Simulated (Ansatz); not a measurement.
This geometry of CH8Si2 + ClH (13 atoms, charge 0, multiplicity 1) is a first-order saddle point.

These are results of RKS revPBE-D4/6-31G* in Ansatz, not measurements.

```xyz
13
Properties=species:S:1:pos:R:3
Si -0.838 0.206 -0.020
Si 0.850 -1.474 1.037
H -1.219 -1.190 -0.496
H -1.952 0.597 0.885
C -0.355 1.160 -1.567
H 0.531 0.224 1.056
Cl 0.568 2.019 1.348
H 2.001 -1.246 1.968
H -0.187 -2.341 1.674
H 1.331 -2.012 -0.272
H -0.594 2.227 -1.439
H -0.871 0.744 -2.449
H 0.734 1.085 -1.723
```

(1) Which two structures does it join? (They come from a converged band through this point; their orientation in space is the band's.)

(2) How far does it lie above each of them?

Answers

(1) Bonds broken: Si1–Si2, H6–Cl7. Bonds formed: Si1–Cl7, Si2–H6. CH8Si2 + ClH becomes CH5ClSi + H4Si.

Image 0:

```xyz
13
Properties=species:S:1:pos:R:3
Si -1.043 -0.380 -0.363
Si 0.673 -1.515 0.782
H -1.834 -1.414 -1.118
H -1.963 0.244 0.649
C -0.347 0.931 -1.550
H 1.092 1.281 1.881
Cl 0.778 2.544 1.930
H 1.480 -0.568 1.642
H 0.145 -2.580 1.699
H 1.649 -2.146 -0.170
H 0.194 1.713 -0.993
H -1.167 1.414 -2.110
H 0.345 0.476 -2.279
```

Image 8:

```xyz
13
Properties=species:S:1:pos:R:3
Si -1.547 0.871 -0.078
Si 1.530 -1.648 1.104
H -1.457 -0.498 0.522
H -2.958 1.123 -0.519
C -0.329 1.094 -1.496
H 1.464 -0.187 1.430
Cl -1.117 2.246 1.443
H 2.883 -2.184 1.465
H 0.474 -2.386 1.870
H 1.301 -1.838 -0.367
H -0.408 2.108 -1.923
H -0.543 0.362 -2.297
H 0.707 0.938 -1.153
```

(2) 135.9 kJ/mol above the first and 224.7 kJ/mol above the second. This is the barrier of this one path; another mechanism may lie lower. The orbitals stay closed-shell, which can raise the energy where a bond breaks towards radicals; this wasn't checked here.

The run took 3.2 min on 2 threads of Intel(R) Xeon(R) Platinum 8488C (Sapphire Rapids) (shared host), peak memory 0.16 GiB.
